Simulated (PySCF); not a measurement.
## Assignment exercise: C6H13ClOSi

Bonds (- single, = double, # triple, : aromatic): C1=C2, C2-C3, C2-Si4, Si4-Cl5, Si4-C6, C6-C7, C6-O8, O8-C9. C1 carries H10, H11; C3 carries H12, H13, H14; Si4 carries H15; C6 carries H16; C7 carries H17, H18, H19; C9 carries H20, H21, H22. Stereochemistry as in C=C(C)[Si@@H](Cl)[C@H](C)OC. H11 is cis to C3; H10 is trans to C3.

PySCF 2.14 calculation with GFN2-xTB geometry and σ from GIAO-PBE0/pcSseg-1; a single conformation, non-relativistic, no solvent model, equivalent nuclei averaged.

δ = σ(ref) − σ, references computed at the same level: ¹³C, ¹H vs TMS.

Q: Assign these signals to the numbered atoms. ¹³C{¹H} NMR (computed): δ 147.8, 139.1, 77.5, 59.8, 26.6, 14.0.

A: 
147.8 → C2, fully substituted alkene carbon: an sp2 carbon of a C=C bond
139.1 → C1, terminal =CH2 carbon: an sp2 carbon of a C=C bond
77.5 → C6, sp3 CH bonded to O and Si: deshielded by the electronegative neighbour
59.8 → C9, methyl carbon bonded to O: deshielded by the electronegative neighbour
26.6 → C3, allylic methyl carbon: a saturated carbon with 1 carbon neighbour and no heteroatom attached
14.0 → C7, methyl carbon: aliphatic region, no heteroatom directly attached

Q: Assign these signals to the numbered atoms. ¹H NMR (400 MHz, computed): δ 6.31 (m, 1H), 6.20 (m, 1H), 4.97 (d, 1H), 3.57 (s, 3H), 3.27 (m, 1H), 2.01 (s, 3H), 1.31 (d, 3H).

A: 
6.31 → H10, hydrogen on a terminal =CH2 carbon: a vinylic proton, deshielded by the sp2 carbon and the C=C anisotropy
6.20 → H11, hydrogen on a terminal =CH2 carbon
4.97 → H15, hydrogen on a silicon bonded to 2 C, Cl
3.57 → H20/H21/H22, hydrogen on a methyl carbon bonded to O: its carbon carries O, which withdraws density
3.27 → H16, hydrogen on an sp3 CH bonded to O and Si: its carbon carries O, which withdraws density
2.01 → H12/H13/H14, hydrogen on an allylic methyl carbon: allylic position
1.31 → H17/H18/H19, hydrogen on a methyl carbon

H10 and H11 lie closer than the usual error of such a calculation, so a measured spectrum could show them in the other order.

Shifts are as computed. Against solution values, carbons near 30 ppm lie about +3 ppm off and those near 130 ppm about +5 ppm. Of 1211 compounds with measured shifts, 218 miss one by over three times the rms of a fit or turn the order of signals round; such compounds aren't used in these exercises. No couplings were computed; multiplicities are counted from neighbouring protons, with m where these are inequivalent, close in shift, in a saturated or five-membered ring or joined by F or P, and br s for small geminal =CH2 splittings.
